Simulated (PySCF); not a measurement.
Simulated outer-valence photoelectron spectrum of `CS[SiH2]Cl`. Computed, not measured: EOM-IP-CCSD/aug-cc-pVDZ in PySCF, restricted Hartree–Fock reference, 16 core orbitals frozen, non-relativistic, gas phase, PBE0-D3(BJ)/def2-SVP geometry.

Each root has a Gaussian of 0.3 eV full width with its one-hole share as area; cross sections and vibrations are left out, and the highest printed point is 100.

```tsv
ionisation energy (eV)	intensity
9.0	7
9.2	75
9.4	73
9.6	6
9.8	0
10.0	0
10.2	0
10.4	0
10.6	2
10.8	44
11.0	97
11.2	26
11.4	81
11.6	70
11.8	58
12.0	92
12.2	13
12.4	0
12.6	0
12.8	10
13.0	86
13.2	65
13.4	65
13.6	87
13.8	67
14.0	87
14.2	11
14.4	0
14.6	0
14.8	1
15.0	28
15.2	100
15.4	31
15.6	1
```

Task: Where are the maxima, and how many lines lie under the curve?

Result: 8 maxima, at 9.3, 11.0, 11.5, 11.9, 13.1, 13.5, 13.9 and 15.2 eV, from 8 lines.

Task: List the lines with their holes.

Result: 
```json
{"E (eV)": "9.30", "leading hole (HF orbital)": "HOMO", "area": "0.95", "Koopmans (eV)": "10.00"}
{"E (eV)": "10.96", "leading hole (HF orbital)": "HOMO-1", "area": "0.95", "Koopmans (eV)": "11.71"}
{"E (eV)": "11.49", "leading hole (HF orbital)": "HOMO-2", "area": "0.95", "Koopmans (eV)": "12.35"}
{"E (eV)": "11.94", "leading hole (HF orbital)": "HOMO-3", "area": "0.95", "Koopmans (eV)": "12.81"}
{"E (eV)": "13.07", "leading hole (HF orbital)": "HOMO-4", "area": "0.95", "Koopmans (eV)": "13.93"}
{"E (eV)": "13.52", "leading hole (HF orbital)": "HOMO-5", "area": "0.94", "Koopmans (eV)": "14.51"}
{"E (eV)": "13.93", "leading hole (HF orbital)": "HOMO-6", "area": "0.94", "Koopmans (eV)": "14.86"}
{"E (eV)": "15.20", "leading hole (HF orbital)": "HOMO-7", "area": "0.94", "Koopmans (eV)": "16.39"}
```

The widest gap, 1.66 eV, lies between 9.30 and 10.96 eV. Only orbitals with −ε under 21 eV, eight at most, were ionised, so the high end of the curve may lack lines.

Shape of the structure used: `[CH3:1][S:2][SiH2:3][Cl:4]`: C1–S2–Si3–Cl4 179°.

One conformer stands for the species.
